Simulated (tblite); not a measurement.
Species: C5H8PSi (charge -1).
Bonds: C1–C2, C2–C3 (aromatic), C3–P4 (aromatic), P4–C5 (aromatic), C5–C6 (aromatic), C6–Si7, C2–C6 (aromatic). Hydrogens: H8, H9, H10 on C1; H11 on C3; H12 on C5; H13, H14, H15 on Si7.

The geometry is computed with GFN2-xTB (gas phase).

**Question.** What internal coordinates does the optimisation give?

**Answer.** 
```json
{"bond": "C1–C2", "length (bohr)": "2.835", "order": "single"}
{"bond": "C2–C3", "length (bohr)": "2.595", "order": "aromatic"}
{"bond": "C3–P4", "length (bohr)": "3.311", "order": "aromatic"}
{"bond": "P4–C5", "length (bohr)": "3.275", "order": "aromatic"}
{"bond": "C5–C6", "length (bohr)": "2.635", "order": "aromatic"}
{"bond": "C6–Si7", "length (bohr)": "3.482", "order": "single"}
{"bond": "C2–C6", "length (bohr)": "2.678", "order": "aromatic"}
{"bond": "C1–H8, C1–H9, C1–H10", "length (bohr)": "2.064", "order": "single"}
{"bond": "C3–H11", "length (bohr)": "2.046", "order": "single"}
{"bond": "C5–H12", "length (bohr)": "2.045", "order": "single"}
{"bond": "Si7–H13", "length (bohr)": "2.787", "order": "single"}
{"bond": "Si7–H14, Si7–H15", "length (bohr)": "2.804", "order": "single"}
```

Bonds in one row agree within 0.02 bohr and their mean is given. Orders are formal, as drawn. A selection of angles:
```json
{"angle": "C2–C1–H8", "degrees": "110.6"}
{"angle": "H8–C1–H9", "degrees": "108.4"}
{"angle": "C1–C2–C3", "degrees": "124.0"}
{"angle": "C1–C2–C6", "degrees": "123.4"}
{"angle": "C3–C2–C6", "degrees": "112.6"}
{"angle": "C2–C3–P4", "degrees": "113.3"}
{"angle": "C2–C3–H11", "degrees": "124.4"}
{"angle": "P4–C3–H11", "degrees": "122.3"}
{"angle": "C3–P4–C5", "degrees": "89.1"}
{"angle": "P4–C5–C6", "degrees": "113.9"}
{"angle": "P4–C5–H12", "degrees": "122.3"}
{"angle": "C6–C5–H12", "degrees": "123.8"}
{"angle": "C5–C6–Si7", "degrees": "124.3"}
{"angle": "C2–C6–C5", "degrees": "111.1"}
{"angle": "C2–C6–Si7", "degrees": "124.6"}
{"angle": "C6–Si7–H13", "degrees": "112.4"}
{"angle": "C6–Si7–H14", "degrees": "114.6"}
{"angle": "H13–Si7–H14", "degrees": "105.3"}
{"angle": "H14–Si7–H15", "degrees": "103.6"}
```

C6 (substituted aromatic carbon) is planar (angles 124.6°, 124.3° and 111.1°, sum 360.0°, 0.00 Å off the plane of its three neighbours). C2 (substituted aromatic carbon) is planar (angles 124.0°, 123.4° and 112.6°, sum 360.0°, 0.00 Å off the plane of its three neighbours). C5 (aromatic CH carbon) is planar (angles 123.8°, 122.3° and 113.9°, sum 360.0°, 0.00 Å off the plane of its three neighbours). The 4 C–C bonds span 1.373 Å (C2–C3, aromatic) to 1.500 Å (C1–C2, drawn single), a spread of 0.127 Å. C3 (aromatic CH carbon) is planar (angles 124.4°, 122.3° and 113.3°, sum 360.0°, 0.00 Å off the plane of its three neighbours). Of the pairs four or more bonds apart, Si7···H9 is among the closest relative to their van der Waals radii: 3.22 Å, 97 % of the sum of Bondi's values. The 5-membered ring C2–C3–P4–C5–C6 has internal angles of 89.1° to 113.9° (sum 540°, against 540° for a flat polygon); it is planar, 0.00 Å rms from its mean plane, widest ring torsion 0°.

Point group: Cs (every atom within 0.08 Å of its image). Its GFN2-xTB frequencies are all real (lowest 80 cm⁻¹).
